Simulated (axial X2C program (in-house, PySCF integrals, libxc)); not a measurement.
Curves of IYbI⁺ from open-shell CI on f13 s0

Calculated with an in-house all-electron X2C program for linear molecules (integrals from PySCF): two-component X2C with atomic mean-field Coulomb and Gaunt terms, basis I dyall-v3z, Yb dyall-v3z (cores contracted in-house). Orbitals come from Hartree–Fock averaged over the configuration Yb f13 s0; CI then distributes these electrons over the f, s shells of Yb.

Scan along the symmetric stretch (R is each bond); masses I 126.904 u, Yb 173.939 u, I 126.904 u. Energies in cm⁻¹ from the lowest point; levels are followed by energy order within each Ω. Lowest level at 2.770 Å: 100% f13.

```
R (Å)  (1)Ω=1/2  (1)Ω=3/2  (1)Ω=5/2  (1)Ω=7/2  (2)Ω=1/2  (2)Ω=3/2  (2)Ω=5/2
2.576      4476      4830      5488      6308     14589     15192     16176
2.673       972      1341      2015      2873     11091     11711     12734
2.770         0       371      1044      1914     10122     10740     11772
2.881      1133      1496      2155      3016     11255     11858     12874
2.992      3939      4289      4923      5762     14061     14638     15623
3.116      8366      8696      9297     10099     18486     19029     19966
3.269     14919     15224     15779     16527     25035     25534     26403
```

Problem. Fit the curves (1)Ω=1/2, (1)Ω=3/2, (1)Ω=5/2, (1)Ω=7/2, (2)Ω=1/2, (2)Ω=3/2, (2)Ω=5/2 near their minima.

Solution. From the open-shell CI curves, Te from the lowest:

| level | Te (cm⁻¹) | Re (Å) | ωe (cm⁻¹) |
| --- | --- | --- | --- |
| (1)Ω=1/2 | 0 | 2.767 | 162.1 |
| (1)Ω=3/2 | 371 | 2.767 | 161.7 |
| (1)Ω=5/2 | 1044 | 2.768 | 161.1 |
| (1)Ω=7/2 | 1914 | 2.768 | 160.4 |
| (2)Ω=1/2 | 10122 | 2.767 | 162.0 |
| (2)Ω=3/2 | 10741 | 2.768 | 161.4 |
| (2)Ω=5/2 | 11772 | 2.768 | 160.5 |

Without dynamic correlation distances can be off by several hundredths of an Å (long for ionic bonds, short for multiple bonds) and the wavenumbers are rough.

There is no dynamic correlation: spin–orbit spacings and, for f shells, spacings inside one term are the most reliable numbers, splittings between terms come out too wide, and energies between configurations are not reliable, so the lowest level need not be the ground state of the molecule. At most 4 roots were kept for each Ω > 0 (twice that for Ω = 0) within 2.2 eV of the lowest, so higher up levels can be missing between those listed; levels with Ω > 0 are doubly degenerate and listed once, Ω = 0 levels singly. States that fill the shells left empty in the average are placed too high. The molecule was held linear; bending was not examined.
